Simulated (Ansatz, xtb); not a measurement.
## Two isomers of C5H11Na

Structure I: `CC(C)(C)[CH2][Na]`, a singlet. Structure II: `CC[C@H](C)[CH2][Na]`, a singlet. Both are isolated molecules in the gas phase, relaxed with PBE0-D3(BJ)/def2-SVP; the shapes shown needn't be the lowest conformers.

I (Å):

```csv
atom,x (Å),y (Å),z (Å)
C,-0.3102,1.3620,0.1182
C,-0.3225,-0.1417,0.4060
C,0.5544,-0.4185,1.6302
C,0.3043,-0.8636,-0.8024
C,-1.7517,-0.6327,0.6450
Na,-2.8072,0.3889,2.4606
H,-0.9526,1.6019,-0.7446
H,0.7056,1.7316,-0.1032
H,-0.6911,1.9335,0.9836
H,0.5479,-1.4911,1.8835
H,0.1855,0.1328,2.5138
H,1.6026,-0.1165,1.4640
H,1.3386,-0.5293,-1.0010
H,0.3269,-1.9519,-0.6331
H,-0.2905,-0.6825,-1.7116
H,-2.3634,-0.4600,-0.2611
H,-1.7488,-1.7270,0.8106
```

II (Å):

```xyz
17

C     0.1516    1.6526    0.5148
C     0.5760    0.2960    1.0567
C    -0.2761   -0.8959    0.5892
C    -0.0438   -1.1709   -0.9031
C    -1.7563   -0.7657    0.9357
Na   -2.1599   -0.0867    3.1346
H    -0.8874    1.8868    0.7986
H     0.2032    1.6852   -0.5845
H     0.7962    2.4599    0.8967
H     1.6342    0.1160    0.7932
H     0.5482    0.3286    2.1643
H     0.1238   -1.7742    1.1321
H    -0.5750   -2.0844   -1.2114
H     1.0259   -1.3020   -1.1471
H    -0.4339   -0.3487   -1.5255
H    -2.2452   -0.0230    0.2757
H    -2.2721   -1.7241    0.7442
```

Quicker runs give these differences E(II) − E(I): GFN2-xTB +20.3 kJ/mol; HF/STO-3G +9.7 kJ/mol (at GFN2-xTB geometries); r2SCAN-D4/def2-SVP +13.2 kJ/mol (at GFN2-xTB geometries).

Estimate E(II) − E(I) at the level CCSD(T)/def2-SVP + ΔMP2/def2-TZVPP.

Calculated at CCSD(T)/def2-SVP + ΔMP2/def2-TZVPP: E(II) − E(I) = +17.8 kJ/mol, so structure I lies lower.

How the difference moves with the method:

| level | geometry | E(II) − E(I) (kJ/mol) | departure from the last row (kJ/mol) | job, with rough time for the two |
| --- | --- | --- | --- | --- |
| GFN2-xTB | GFN2-xTB | +20.3 | +2.5 | optimisation, 0.12 s |
| HF/STO-3G | GFN2-xTB | +9.7 | −8.1 | single point, 0.44 s |
| r2SCAN-D4/def2-SVP | GFN2-xTB | +13.2 | −4.6 | single point, 6.9 s |
| PBE0-D3(BJ)/def2-SVP | PBE0-D3(BJ)/def2-SVP | +10.5 | −7.4 | optimisation, 47 s |
| HF/def2-SVP | PBE0-D3(BJ)/def2-SVP | +9.1 | −8.8 | part of the CCSD(T) run |
| MP2/def2-SVP | PBE0-D3(BJ)/def2-SVP | +18.5 | +0.7 | part of the CCSD(T) run |
| CCSD(T)/def2-SVP | PBE0-D3(BJ)/def2-SVP | +16.3 | −1.5 | single point |
| CCSD(T)/def2-SVP + ΔMP2/def2-TZVPP | PBE0-D3(BJ)/def2-SVP | +17.8 |  | single point, 2 min |

As drawn, both hold the same kinds of bond in the same numbers. Structure I has 3 methyl groups, II 2.

The levels shown agree on the order. The largest departure from CCSD(T)/def2-SVP + ΔMP2/def2-TZVPP is that of HF/def2-SVP, 8.8 kJ/mol. The last row adds to CCSD(T) the change of the MP2 difference between the two basis sets, here +1.5 kJ/mol.

With harmonic frequencies from PBE0-D3(BJ)/def2-SVP (ideal gas, rigid rotor, one conformer each, 298.15 K, 1 atm): on the last row, ΔE + ΔZPE = +20.7, ΔH = +20.7, ΔG = +19.5 kJ/mol.

The correlated steps freeze 6 core orbitals; the last core shell of Na is correlated, in a basis made for valence electrons. Mirror images aren't counted in ΔG. Programs: Ansatz 0.2.0, xtb 6.7.1; the last row on 2 threads of Arm Neoverse V2 on a shared host.
